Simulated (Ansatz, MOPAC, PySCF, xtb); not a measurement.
Donor–acceptor adduct: BH3 (SMILES B) (first 4 atoms) with C2H6S (SMILES CSC); geometry from B3LYP-D3(BJ)/def2-TZVP, rigid monomers moved along the line of their centres of mass till B1···S6 is 2.72 Å.
(charge 0, multiplicity 1):
```xyz
13

B     -0.3293     0.6027     0.7595
H      0.0017    -0.2209    -0.0559
H     -1.4951     0.9039     0.7056
H      0.4334     1.5290     0.8904
C      1.7298    -0.9085     3.3662
S     -0.0432    -0.6427     3.1613
C     -0.3194     0.6314     4.4088
H      1.9331    -1.3232     4.3519
H      2.0311    -1.6170     2.5977
H      2.2556     0.0334     3.2189
H     -0.1309     0.2277     5.4020
H     -1.3613     0.9325     4.3236
H      0.3240     1.4851     4.2018
```

Interaction energies are E(AB) − E(A) − E(B) at the monomers' geometry in the complex; basis-set methods are counterpoise corrected. Rows marked so take none.

Cores are frozen in the correlated methods. Rows in 6-31G* carry no dispersion term and start afresh at each structure (6-31G* with six Cartesian d functions). The state that PM6 reach isn't checked.

Codes used: Ansatz (Gaussian basis) for Hartree–Fock, density functionals and correlated methods; MOPAC for PM6 (differences of heats of formation); PySCF for 6-31G* rows, the dispersion terms; xtb for the GFN methods. Values without a source in brackets are computed.

```json
[
 {"level": "PM6", "interaction energy (kcal/mol)": "-13.47"},
 {"level": "GFN1-xTB", "interaction energy (kcal/mol)": "-13.76"},
 {"level": "HF/6-31G*", "interaction energy (kcal/mol)": "-10.81"},
 {"level": "B3LYP/6-31G* (no counterpoise)", "interaction energy (kcal/mol)": "-16.20"},
 {"level": "B3LYP/def2-TZVPPD", "interaction energy (kcal/mol)": "-15.98"},
 {"level": "PBE0-D3(BJ)/def2-TZVPPD", "interaction energy (kcal/mol)": "___"},
 {"level": "wB97X-V/def2-TZVPPD", "interaction energy (kcal/mol)": "___"},
 {"level": "MP2/aug-cc-pV(D+d)Z", "interaction energy (kcal/mol)": "-16.26"},
 {"level": "CCSD(T)/aug-cc-pV(D+d)Z", "interaction energy (kcal/mol)": "-15.98"}
]
```

Problem. What belongs in the gaps?

Solution. 
- PBE0-D3(BJ)/def2-TZVPPD, interaction energy (kcal/mol): -19.47
- wB97X-V/def2-TZVPPD, interaction energy (kcal/mol): -17.24

Ansatz is a first-principles code.
